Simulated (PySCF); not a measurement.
Computed shifts of a molecule C₃H₅BFNO, PBE/pcSseg-1 in PySCF, GIAO, gas phase, equivalent atoms averaged, in ppm (number of nuclei): ¹³C: 181.1 (1), 178.5 (1), 10.0 (1). ¹⁹F: -27.1 (1). ¹⁵N: 492.9 (1). ¹H: 9.97 (1), 8.64 (1), 1.25 (3). References: ¹³C against TMS (σ = 182.0 ppm); ¹¹B against BF3 (σ = 83.9 ppm); ¹⁹F against CFCl3 (σ = 133.6 ppm); ¹⁵N against NH3 (σ = 267.0 ppm); ¹⁷O against H2O (σ = 334.3 ppm); ¹H against TMS (σ = 31.49 ppm), references at their B3LYP-D3(BJ)/def2-TZVP geometries, non-relativistic. Geometry: B3LYP-D3(BJ)/def2-SVP. One conformer was computed; it need not be the lowest.

Task: Pick the molecule that these values belong to.
A. CB(F)/C=N/C=O
B. CN1B(O)C=C1F
C. CB(F)/N=C/C=O
D. FB1CCOC=N1

Result: A, CB(F)/C=N/C=O
